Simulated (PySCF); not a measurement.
Compound: Sn(OMe)Me3, C4H12OSn.
Bonds: Sn1–O2, Sn1–C7, Sn1–C11, Sn1–C15, O2–C3. Hydrogens: H4, H5, H6 on C3; H8, H9, H10 on C7; H12, H13, H14 on C11; H16, H17, H18 on C15.

Level of theory: PBE0-D3(BJ)/def2-SVP geometry optimisation, gas phase, def2 core potentials past Kr (PySCF 2.14.0).

Problem. How far are the bound atoms from Sn1?

Solution. 4 atoms: O2 2.005 Å, C15 2.139 Å, C7 2.150 Å, C11 2.151 Å. The nearest atom not counted as bound is H16, at 2.71 Å (others tie with it).

Problem. List the angles at Sn1.

Solution. 
```json
{"angle": "C7–Sn1–C15", "degrees": "113.5", "distance of the outer atoms (Å)": "3.59"}
{"angle": "C11–Sn1–C15", "degrees": "113.4", "distance of the outer atoms (Å)": "3.58"}
{"angle": "C7–Sn1–C11", "degrees": "112.7", "distance of the outer atoms (Å)": "3.58"}
{"angle": "O2–Sn1–C11", "degrees": "107.2", "distance of the outer atoms (Å)": "3.35"}
{"angle": "O2–Sn1–C7", "degrees": "106.8", "distance of the outer atoms (Å)": "3.34"}
{"angle": "O2–Sn1–C15", "degrees": "102.3", "distance of the outer atoms (Å)": "3.23"}
```

Problem. What is the shape at Sn1?

Solution. Distorted tetrahedral: angles from 102.3° to 113.5°; τ4 = (360° − α − β)/141° = 0.94 with α and β the two widest (0 for a square, 1 for a tetrahedron). The Sn–C distances aren't all alike: 2.139 to 2.151 Å.

Problem. What are the other bond lengths?

Solution. O2–C3 1.390 Å; C3–H4, C3–H5, C3–H6 1.109 Å; C7–H8 and 8 like bonds 1.099 Å.

Problem. Give some angles away from the centre.

Solution. Sn1–O2–C3 120.6°.

Point group: near Cs, missed by 0.24 Å at most; the miss may be what the optimiser left on a soft mode. Charge 0, singlet. PBE0-D3(BJ)/def2-SVP frequencies: not computed here.
